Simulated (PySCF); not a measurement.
Energy of C⁺ (carbon, charge +1) between two integer charges

The 2p alpha orbital of [He] 2s2 2p1 is emptied in steps (occupation f), with all orbitals relaxed, ending at [He] 2s2. Computed with PySCF 2.14 in def2-SVP (3s2p1d, 14 functions), with the non-relativistic Hamiltonian (point nucleus). The exact energy is a straight line in f; departures are measured from the line between the end points of the same method.

| f | UHF (eV) | LDA (eV) | PBE (eV) | PBE0 (eV) | r2SCAN (eV) | LC-wPBE (eV) | BHandHLYP (eV) | wB97X (eV) | r2SCAN0 (eV) | CAM-B3LYP (eV) |
| --- | --- | --- | --- | --- | --- | --- | --- | --- | --- | --- |
| 1 | 0.000 | 0.000 | 0.000 | 0.000 | 0.000 | 0.000 | 0.000 | 0.000 | 0.000 | 0.000 |
| 0.9 | 0.057 | -0.630 | -0.626 | -0.458 | -0.574 | -0.190 | -0.294 | -0.212 | -0.420 | -0.327 |
| 0.7 | 0.130 | -1.481 | -1.466 | -1.070 | -1.336 | -0.444 | -0.684 | -0.493 | -0.976 | -0.763 |
| 0.5 | 0.150 | -1.772 | -1.750 | -1.275 | -1.582 | -0.526 | -0.813 | -0.583 | -1.154 | -0.907 |
| 0.3 | 0.123 | -1.492 | -1.470 | -1.069 | -1.319 | -0.437 | -0.679 | -0.482 | -0.961 | -0.758 |
| 0.1 | 0.051 | -0.640 | -0.627 | -0.456 | -0.560 | -0.184 | -0.288 | -0.200 | -0.408 | -0.322 |
| 0 | 0.000 | 0.000 | 0.000 | 0.000 | 0.000 | 0.000 | 0.000 | 0.000 | 0.000 | 0.000 |

```json
{"method": "UHF", "E(f=0) − E(f=1) (eV)": "24.309", "−ε at f=1 (eV)": "24.956", "−ε at f=0.5 (eV)": "24.288"}
{"method": "LDA", "E(f=0) − E(f=1) (eV)": "24.891", "−ε at f=1 (eV)": "17.913", "−ε at f=0.5 (eV)": "24.855"}
{"method": "PBE", "E(f=0) − E(f=1) (eV)": "25.002", "−ε at f=1 (eV)": "18.072", "−ε at f=0.5 (eV)": "24.991"}
{"method": "PBE0", "E(f=0) − E(f=1) (eV)": "24.982", "−ε at f=1 (eV)": "19.905", "−ε at f=0.5 (eV)": "24.986"}
{"method": "r2SCAN", "E(f=0) − E(f=1) (eV)": "25.136", "−ε at f=1 (eV)": "18.749", "−ε at f=0.5 (eV)": "25.185"}
{"method": "LC-wPBE", "E(f=0) − E(f=1) (eV)": "25.142", "−ε at f=1 (eV)": "23.030", "−ε at f=0.5 (eV)": "25.162"}
{"method": "BHandHLYP", "E(f=0) − E(f=1) (eV)": "25.035", "−ε at f=1 (eV)": "21.775", "−ε at f=0.5 (eV)": "25.050"}
{"method": "wB97X", "E(f=0) − E(f=1) (eV)": "24.792", "−ε at f=1 (eV)": "22.440", "−ε at f=0.5 (eV)": "24.825"}
{"method": "r2SCAN0", "E(f=0) − E(f=1) (eV)": "25.110", "−ε at f=1 (eV)": "20.428", "−ε at f=0.5 (eV)": "25.155"}
{"method": "CAM-B3LYP", "E(f=0) − E(f=1) (eV)": "25.155", "−ε at f=1 (eV)": "21.531", "−ε at f=0.5 (eV)": "25.169"}
```

Orbital energy along the path (eV):

| f | UHF | LDA | PBE | PBE0 | r2SCAN | LC-wPBE | BHandHLYP | wB97X | r2SCAN0 | CAM-B3LYP |
| --- | --- | --- | --- | --- | --- | --- | --- | --- | --- | --- |
| 1 | -24.956 | -17.913 | -18.072 | -19.905 | -18.749 | -23.030 | -21.775 | -22.440 | -20.428 | -21.531 |
| 0.9 | -24.810 | -19.265 | -19.425 | -20.907 | -20.038 | -23.448 | -22.426 | -22.909 | -21.381 | -22.248 |
| 0.7 | -24.538 | -22.027 | -22.182 | -22.935 | -22.619 | -24.301 | -23.736 | -23.863 | -23.280 | -23.701 |
| 0.5 | -24.288 | -24.855 | -24.991 | -24.986 | -25.185 | -25.162 | -25.050 | -24.825 | -25.155 | -25.169 |
| 0.3 | -24.058 | -27.722 | -27.818 | -27.037 | -27.701 | -26.007 | -26.352 | -25.763 | -26.981 | -26.627 |
| 0.1 | -23.846 | -30.583 | -30.600 | -29.051 | -30.155 | -26.797 | -27.615 | -26.613 | -28.766 | -28.035 |
| 0 | -23.747 | -31.986 | -31.934 | -30.018 | -31.311 | -27.156 | -28.221 | -26.959 | -29.610 | -28.701 |

Reference removal energy between the ground levels: 24.383 eV (measured; NIST Atomic Spectra Database, ionization energies). The calculation has no spin-orbit coupling. UHF lacks correlation.
